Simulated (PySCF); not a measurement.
Input file for PySCF: R-B3LYP/6-311+G** on C2H6O2 (a complex).

```python
from pyscf import gto, scf, dft, mp
from pyscf.data.elements import chemcore

mol = gto.M(
    atom='''
    C     0.31074965   -0.56004906    0.25018440
    O    -0.37327765    0.62179877    0.66300075
    H     0.85708018   -0.40363939   -0.68452736
    H    -0.45096744   -1.31991489    0.08286835
    H     1.00265746   -0.91502922    1.01962444
    H     0.27898971    1.31903466    0.78971361
    C    -0.45707402    0.21757143    3.35706712
    O     0.69881734    0.02069105    3.62106779
    H    -0.90936007    1.22533182    3.40618659
    H    -1.14492098   -0.59830255    3.07091892
    ''',
    basis='6-311+g**',
    charge=0, spin=0, verbose=3, max_memory=1800)
mf = dft.RKS(mol, xc='b3lyp')
mf.conv_tol = 1e-8
mf.max_cycle = 100
mf.kernel()
if not mf.converged:
    mf = mf.newton().run(mf.mo_coeff, mf.mo_occ)
```

### Question
What total energy does the run end on?

### Answer
-230.3103 hartree.
